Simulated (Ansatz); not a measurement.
Basis-set extrapolation for C12H8O, SMILES `c1ccc2c(c1)oc1ccccc12` (PBE0-D4/def2-TZVP geometry, frozen core, the Gaussian-basis code of Ansatz). Multiplicity 1, RHF reference.

|  | def2-TZVPP | def2-QZVPP |
| --- | --- | --- |
| HF | -534.142556 | -534.164112 |
| MP2 correlation | -2.090299 | -2.226108 |
| CCSD(T) correlation | -2.225691 | not run |

Energies in hartree. Use E(X) = E(∞) + A·exp(−7.88·√X) for Hartree–Fock and E(X) = E(∞) + B·X^(−2.97) for correlation, with X = 3 and 4, and add CCSD(T) minus MP2 of the smaller set to the MP2 limit.

Q: What is the CCSD(T) energy at the basis-set limit?

A: HF limit: -534.164112 + (-0.021556) × 0.13774 = -534.16708. MP2 limit: -2.226108 + (-0.135809) × 0.74074 = -2.32671. Higher-order term: -2.225691 − (-2.090299) = -0.13539. Total: -536.62918 hartree, 685.1 kJ/mol below CCSD(T)/def2-TZVPP.
